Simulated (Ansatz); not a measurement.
Molecule: CSi (charge 0, triplet). SMILES: [C]=[Si]
Geometry from a B3LYP-D3(BJ)/def2-TZVP (Ansatz, an electronic-structure program) optimisation:
```xyz
2

Si     0.0000     0.0000    -0.5141
C      0.0000     0.0000     1.1995
```
Charge 0, spin multiplicity 3.

Wanted: atomisation energy (electronic, to ground-state atoms), in kJ/mol. Valence correlation only, unless marked. UHF or UKS for open shells. No spin-orbit coupling. Non-relativistic. The coupled-cluster limit lacks core correlation, which all-electron functionals hold. Basis-set limits of correlation are two-point, X^-3; Hartree-Fock from the larger set (for Q and 5 zeta extrapolated as (X+1)exp(-9√X)).

```json
[
 {"level": "HF/aug-cc-pV(Q+d)Z", "program": "Ansatz", "atomisation energy (kJ/mol)": "258.9"},
 {"level": "B3LYP-D3(BJ)/def2-TZVPD", "program": "Ansatz + dftd3", "atomisation energy (kJ/mol)": "425.2"},
 {"level": "PBE0-D4/def2-TZVP", "program": "Ansatz + dftd4", "atomisation energy (kJ/mol)": "428.9"},
 {"level": "BHLYP-D3(BJ)/def2-TZVPD", "program": "Ansatz + dftd3", "atomisation energy (kJ/mol)": "380.6"}
]
```

Estimate the value at CCSD(T)/CBS(cc-pV(Q+d)Z,cc-pV(5+d)Z) as computed with Ansatz.

419.9 kJ/mol
